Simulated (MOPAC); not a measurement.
MOPAC input (PM7):

```
PM7 PRECISE GNORM=0.05 LET XYZ GEO-OK AUX(PRECISION=9) THREADS=1
AgF

Ag   -0.00000000 1   -0.00000000 1   -0.32092593 1
F     0.00000000 1    0.00000000 1    1.67594652 1
```

From the last part of the output:

```
                                                       MOPAC v23.2.5 Linux

          FINAL HEAT OF FORMATION =         28.91913 KCAL/MOL =     120.99763 KJ/MOL

          COSMO AREA              =         67.82 SQUARE ANGSTROMS
          COSMO VOLUME            =         48.84 CUBIC ANGSTROMS

          GRADIENT NORM           =          0.00349          =       0.00247 PER ATOM
          IONIZATION POTENTIAL    =         10.447446 EV
          HOMO LUMO ENERGIES (EV) =        -10.447 -0.359
          NO. OF FILLED LEVELS    =          9
          MOLECULAR WEIGHT        =        126.8664         POINT GROUP:  C*v

          MOLECULAR DIMENSIONS (Angstroms)

            Atom       Atom       Distance
            F     2   Ag     1     2.04530
            F     2   Ag     1     0.00000
           Ag     1    F     2     0.00000

          SCF CALCULATIONS        =          6

   ATOM   CHEMICAL          X               Y               Z
  NUMBER   SYMBOL      (ANGSTROMS)     (ANGSTROMS)     (ANGSTROMS)

     1      Ag          0.00000000  *   0.00000000  *  -0.34514135  *
     2       F          0.00000000  *  -0.00000000  *   1.70016194  *

                             CARTESIAN COORDINATES

   1   Ag        0.000000000     0.000000000    -0.345141347
   2    F        0.000000000    -0.000000000     1.700161937

           Empirical Formula: Ag F  =     2 atoms

      MOLECULAR POINT GROUP   :   C*v

                  EIGENVALUES
 -34.33298 -18.28630 -17.96411 -17.96411 -17.96328 -17.96328 -11.62704 -11.62704
 -10.44745  -0.35945  56.77752  56.77752  57.27595

              NET ATOMIC CHARGES AND DIPOLE CONTRIBUTIONS

  ATOM NO.   TYPE          CHARGE      No. of ELECS.   s-Pop       p-Pop       d-Pop
    1         Ag           0.632997       10.3670     0.36822     0.00993     9.98886
    2          F          -0.632997        7.6330     1.98741     5.64559
 DIPOLE           X         Y         Z       TOTAL
 POINT-CHG.     0.000     0.000    -6.219     6.219
 HYBRID        -0.000     0.000    -0.393     0.393
 SUM           -0.000     0.000    -6.611     6.611

          ATOMIC ORBITAL ELECTRON POPULATIONS

     Atom    s        px        py        pz      x^2-y^2     xz        z^2       yz        xy
    1 Ag   0.36822   0.00039   0.00039   0.00915   2.00000   1.99999   1.98888   1.99999   2.00000
    2  F   1.98741   1.99962   1.99962   1.64635

 **********************
 *                    *
 * JOB ENDED NORMALLY *
 *                    *
 **********************

 == MOPAC DONE ==
```

The geometry given is a B3LYP-D3(BJ)/def2-TZVP minimum.
